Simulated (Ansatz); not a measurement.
`[CH3][GaH-]([CH3])[PH3+]`, relaxed with RKS PBE-D4/def2-SVP in Ansatz from a rough embedded geometry. The force threshold is 0.03 eV/Å; the program also tests the step.

Charge 0, multiplicity 1.

Start:

```xyz
14

C     0.665    1.209    1.275
Ga   -0.210    0.457   -0.293
C    -1.779   -0.569    0.311
P     1.212   -0.996   -1.322
H     1.007    0.458    2.005
H    -0.047    1.954    1.826
H     1.542    1.831    0.974
H    -0.709    1.594   -1.282
H    -2.555    0.097    0.799
H    -2.314   -1.046   -0.594
H    -1.485   -1.379    0.985
H     1.433   -0.509   -2.674
H     0.757   -2.198   -1.341
H     2.484   -0.902   -0.669
```

| step | energy (eV) | largest force (eV/Å) | largest move (Å) |
| --- | --- | --- | --- |
| 1 | -63875.6915 | 4.616 | 0.000 |
| 2 | -63876.6393 | 1.527 | 0.192 |
| 3 | -63876.8272 | 0.522 | 0.194 |
| 4 | -63876.8513 | 0.118 | 0.082 |
| 5 | -63876.8540 | 0.025 | 0.028 |

End:

```xyz
14

C     0.709    1.322    1.346
Ga   -0.492    0.705   -0.134
C    -1.936   -0.609    0.308
P     1.212   -0.906   -1.330
H     1.007    0.488    2.015
H     0.157    2.059    1.966
H     1.625    1.825    0.976
H    -0.675    1.646   -1.410
H    -2.756   -0.065    0.823
H    -2.373   -1.090   -0.591
H    -1.582   -1.401    0.999
H     1.576   -0.661   -2.692
H     0.981   -2.315   -1.463
H     2.546   -0.998   -0.813
```

It took 10 s on 4 threads of an Arm Neoverse V1 on a shared host, with 0.19 GiB of host memory at the peak.
